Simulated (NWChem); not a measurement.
Species: CCl₂F, doublet; SMILES F[C](Cl)Cl

All runs: NWChem. Spin-unrestricted. Medium grid unless said otherwise, to which SCAN and Minnesota functionals are sensitive. In the optimisation the excess spin sits in a' (Cs, its own frame). Structure relaxed at the B3LYP/6-31G* (spherical d), spin-unrestricted level. No stability test was run on the SCF state. Total energies of different functionals are on different scales.

```csv
level,energy (Ha),highest occupied level (eV),"lowest empty minus highest occupied level, either spin (eV)",dipole (D),<S²>
B3LYP/def2-SVP,-1057.9033,-6.52,3.87,0.40,0.753
PBE/def2-SVP,-1057.3694,-5.21,1.85,0.34,0.752
PBE0/def2-SVP,-1057.4401,-6.94,4.61,0.35,0.753
B3PW91/def2-SVP,-1057.7491,-6.69,4.06,0.35,0.753
BLYP/def2-SVP,-1057.8530,-4.97,1.72,0.38,0.752
"LDA (Slater exchange, PW92)/def2-SVP",-1053.9276,-5.16,1.40,0.44,0.751
LRC-wPBEh/def2-SVP,-1057.4600,-8.83,8.26,0.32,0.753
r2SCAN0/def2-SVP,-1057.7349,-7.41,5.49,0.34,0.755
SCAN/def2-SVP,-1057.9073,-5.94,2.93,0.29,0.754
```
